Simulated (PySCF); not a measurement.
Bonds (- single, = double, # triple, : aromatic): N1#C2 1.145 Å, C2-C3 1.459 Å, C3=O4 1.211 Å, C3-C5 1.473 Å, C5:C6 1.397 Å, C6:C7 1.380 Å, C7:C8 1.387 Å, C8:C9 1.387 Å, C9:C10 1.382 Å, C10:C5 1.396 Å. C6 carries H11; C7 carries H12; C8 carries H13; C9 carries H14; C10 carries H15.

Theory: shieldings: GIAO PBE0/pcSseg-1, GFN2-xTB geometry, in PySCF 2.14 (averaged over atoms made equivalent by symmetry, fast rotation or ring inversion, single conformer, relativity neglected, no solvent).

Predict the 2D correlation tables (HSQC, COSY, HMBC).

Answers



HSQC (one-bond C–H):
```
            δH              δC
8.69 (H11/H15)  137.8 (C6/C10)
    8.06 (H13)      142.9 (C8)
7.94 (H12/H14)   134.8 (C7/C9)
```

COSY cross peaks (H two or three bonds apart, from the bond graph; peaks can be absent where the dihedral angle is near 90°):
```
            δH              δH
8.69 (H11/H15)  7.94 (H12/H14)
    8.06 (H13)  7.94 (H12/H14)
```

HMBC (two and three bonds, from the bond graph):
```
            δH                                                                 δC
8.69 (H11/H15)  174.9 (C3), 142.9 (C8), 140.4 (C5), 137.8 (C6/C10), 134.8 (C7/C9)
    8.06 (H13)                                      137.8 (C6/C10), 134.8 (C7/C9)
7.94 (H12/H14)              142.9 (C8), 140.4 (C5), 137.8 (C6/C10), 134.8 (C7/C9)
```

Shifts are taken against calculated references (same method and geometry level): 1H (31.72 ppm) and 13C (186.93 ppm) vs TMS.

Shifts are as computed. Against solution values, carbons near 30 ppm lie about +3 ppm off and those near 130 ppm about +5 ppm. Of 1211 compounds with measured shifts, 218 miss one by over three times the rms of a fit or turn the order of signals round; such compounds aren't used in these exercises.
